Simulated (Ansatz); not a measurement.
Program: Ansatz. Geometries: PBE0-D4/def2-TZVP. ΔE: electronic, gas phase. CBS: MP2 limit from def2 TZ/QZ plus the TZ coupled-cluster correction, frozen cores. DFT in def2-TZVPP. B3LYP here is the variant with VWN-RPA as its local correlation; programs differ in this. def2 core potentials past Kr. For Sn outer-core shells are correlated without core-valence functions, which leaves a few kJ/mol of doubt a bond. Each species was taken in one conformer, which may not be the lowest.

Reaction (redistribution): `C[SiH2][SiH2]N` + `F[CH2][SnH2][SiH3]` → `N[SiH2][SiH2][SiH3]` + `[CH3][SnH2][CH2]F`

`C[SiH2][SiH2]N`:

```xyz
13

C     0.137   -2.192   -0.714
Si    0.860   -0.527   -0.231
Si   -0.798    0.936    0.541
N    -0.113    2.506    0.751
H    -0.333   -2.673    0.147
H     0.914   -2.858   -1.094
H    -0.622   -2.073   -1.491
H     1.908   -0.703    0.814
H     1.526    0.097   -1.414
H    -1.960    0.864   -0.406
H    -1.328    0.499    1.864
H    -0.643    3.226    1.216
H     0.453    2.899    0.017
```

`F[CH2][SnH2][SiH3]`:

```xyz
11

F     1.200   -2.044   -0.089
C     1.543   -0.938    0.675
Sn   -0.186    0.363    0.899
Si   -1.318    0.653   -1.379
H     1.898   -1.287    1.647
H     2.356   -0.410    0.170
H     0.373    1.857    1.526
H    -1.243   -0.332    2.048
H    -2.430    1.636   -1.280
H    -0.328    1.149   -2.371
H    -1.864   -0.647   -1.847
```

`N[SiH2][SiH2][SiH3]`:

```xyz
13

N    -2.263    0.891    1.350
Si   -1.415    0.087    0.083
Si    0.890    0.359    0.378
Si    2.062   -0.815   -1.271
H    -1.993    0.736    2.307
H    -3.259    1.026    1.276
H    -1.843    0.700   -1.204
H    -1.680   -1.382   -0.042
H     1.289   -0.169    1.716
H     1.263    1.800    0.328
H     1.684   -0.314   -2.620
H     1.732   -2.264   -1.198
H     3.532   -0.655   -1.103
```

`[CH3][SnH2][CH2]F`:

```xyz
11

C     0.233   -0.265    1.753
Sn    0.598   -0.554   -0.332
C    -0.786    0.696   -1.444
F    -0.737    1.993   -0.947
H     0.975   -0.799    2.346
H     0.290    0.799    1.984
H    -0.760   -0.632    2.013
H     2.198   -0.109   -0.739
H     0.334   -2.186   -0.787
H    -1.811    0.330   -1.339
H    -0.534    0.727   -2.507
```

(1) Is it downhill or uphill in electronic energy at CCSD(T)/CBS, and by how much? (An estimate is asked.)

(2) What do these levels give: PBE-D4, r2SCAN-D4, B3LYP-D4, ωB97X-V, ωB97M-V, r2SCAN, PBE0, HF/def2-QZVPP, MP2/def2-QZVPP, HF/CBS(def2), MP2/CBS(def2), CCSD/CBS(def2)? (Best estimate.)

Largest T1 diagnostic among the species: 0.013.

## Answers

(1) The calculation gave: Uphill: ΔE = +29.5 kJ/mol.

(2) Computed: PBE-D4 29.6, r2SCAN-D4 32.2, B3LYP-D4 33.2, ωB97X-V 31.2, ωB97M-V 35.0, r2SCAN 32.3, PBE0 31.8, HF/def2-QZVPP 36.4, MP2/def2-QZVPP 31.4, HF/CBS(def2) 36.4, MP2/CBS(def2) 32.1, CCSD/CBS(def2) 31.0 kJ/mol.

In def2-TZVPP, CCSD(T) changes the Hartree–Fock value by −8.6 kJ/mol (the triples alone add −1.5 kJ/mol) and MP2 by −5.9 kJ/mol.
